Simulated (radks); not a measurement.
All-electron atom: the gadolinium ion Gd2+ in [Xe] 4f7 5d1 (the NIST ground configuration). All-electron calculation, Dirac Kohn-Sham, BLYP, spin-unpolarised, spherical densities, point nucleus; open shells fill j = l - 1/2 first. Program: a radial shooting solver on a logarithmic mesh with Libxc functionals.

Unscreened Slater integrals over Kohn-Sham orbitals (eV). Large and small components are both included. Empty in this configuration: 5d5/2.

F0(5d3/2,5d3/2): 10.404
F2(5d3/2,5d3/2): 5.3563
F0(5d3/2,4f7/2): 13.360
F2(5d3/2,4f7/2): 3.3378
G3(5d3/2,4f7/2): 1.3320
G5(5d3/2,4f7/2): 0.99887
F0(5d3/2,4f5/2): 13.381
F2(5d3/2,4f5/2): 3.2976
G1(5d3/2,4f5/2): 1.6652
G3(5d3/2,4f5/2): 1.2959
F0(5d3/2,5p3/2): 12.168
F2(5d3/2,5p3/2): 5.7819
G1(5d3/2,5p3/2): 6.7919
G3(5d3/2,5p3/2): 4.1612
F0(5d3/2,5d5/2): 10.296
F2(5d3/2,5d5/2): 5.3002
G2(5d3/2,5d5/2): 5.2978
G4(5d3/2,5d5/2): 3.4691
F0(4f7/2,4f7/2): 29.260
F2(4f7/2,4f7/2): 13.670
F4(4f7/2,4f7/2): 8.5309
F6(4f7/2,4f7/2): 6.1244
F0(4f7/2,4f5/2): 29.455
F2(4f7/2,4f5/2): 13.771
F4(4f7/2,4f5/2): 8.5954
G2(4f7/2,4f5/2): 13.741
G4(4f7/2,4f5/2): 8.5777
G6(4f7/2,4f5/2): 6.1588
F0(4f7/2,5p3/2): 18.536
F2(4f7/2,5p3/2): 6.3967
G2(4f7/2,5p3/2): 3.4037
G4(4f7/2,5p3/2): 2.6073
F0(4f7/2,5d5/2): 13.110
F2(4f7/2,5d5/2): 3.2054
F4(4f7/2,5d5/2): 1.5650
G1(4f7/2,5d5/2): 1.6177
G3(4f7/2,5d5/2): 1.2578
G5(4f7/2,5d5/2): 0.94504
F0(4f5/2,4f5/2): 29.653
F2(4f5/2,4f5/2): 13.874
F4(4f5/2,4f5/2): 8.6622
F0(4f5/2,5p3/2): 18.586
F2(4f5/2,5p3/2): 6.3532
G2(4f5/2,5p3/2): 3.3304
G4(4f5/2,5p3/2): 2.5601
F0(4f5/2,5d5/2): 13.130
F2(4f5/2,5d5/2): 3.1659
F4(4f5/2,5d5/2): 1.5364
G1(4f5/2,5d5/2): 1.5589
G3(4f5/2,5d5/2): 1.2217
G5(4f5/2,5d5/2): 0.92013
F0(5p3/2,5p3/2): 15.470
F2(5p3/2,5p3/2): 8.3186
F0(5p3/2,5d5/2): 11.986
F2(5p3/2,5d5/2): 5.6262
G1(5p3/2,5d5/2): 6.5156
G3(5p3/2,5d5/2): 3.9936
F0(5d5/2,5d5/2): 10.191
F2(5d5/2,5d5/2): 5.2494
F4(5d5/2,5d5/2): 3.4372
